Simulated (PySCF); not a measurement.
**C₆ coefficients of unlike pairs at MN15**

Calculated with PySCF 2.14 from the dipole response of each species, C₆(A,B) = (3/π) ∫ α_A(iu) α_B(iu) du, in atomic units, from isotropic polarisabilities. For ions this is the dispersion term alone; charge-induced terms of lower order in 1/R come first.

```
species      configuration                                                                        basis     relativity  α (bohr³)  C₆ (like pair)
    O²⁺  [He] 2s2 2p2 (3P)                                                       dyall-av3z (15s9p3d2f)           none      1.741           2.240
     Ne          [Ne] (1S)                                                    aug-cc-pVTZ-DK (5s4p3d2f)  spin-free X2C      2.477           5.996
      N  [He] 2s2 2p3 (4S)  aug-cc-pVTZ with one added diffuse shell each of s, p, d, f type (6s5p4d3f)           none      7.780           26.00
```

Question: Estimate C₆ for N with Ne.

Answer: The integral gives 11.66. The combination rule 2 C_A C_B / (C_A α_B/α_A + C_B α_A/α_B) gives 11.50 and the geometric mean 12.49.

No spin-orbit coupling is included.

The other pairs:

| pair | C₆ |
| --- | --- |
| N, O²⁺ | 7.358 |
| Ne, O²⁺ | 3.646 |
